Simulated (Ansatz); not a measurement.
`C[SiH](F)CO` → `C[SiH2]C(O)F`  (isomerisation)

Gas-phase electronic energies from Ansatz, PBE0-D4/def2-TZVP geometries. CCSD(T)/CBS adds triple-zeta CCSD(T) − MP2 to the extrapolated MP2 energy (def2 sets, frozen cores). Functionals use def2-TZVPP. Each species was taken in one conformer, which may not be the lowest.

| level | ΔE (kcal/mol) |
| --- | --- |
| PBE0-D4 | 43.7 |
| PBE | 42.1 |
| SCS-MP2/def2-TZVPP | 46.7 |
| CCSD/CBS(def2) | 47.1 |

Question: What does CCSD(T)/CBS give? (An estimate is asked.)

Answer: Ansatz gave: +46.6 kcal/mol. The listed levels differ from it by -2.9, -4.5, 0.1, 0.5 kcal/mol.

Largest T1 diagnostic among the species: 0.012.

From PBE to PBE0 (25 % exact exchange), in def2-TZVPP and without D4, ΔE moves by +1.6 kcal/mol.
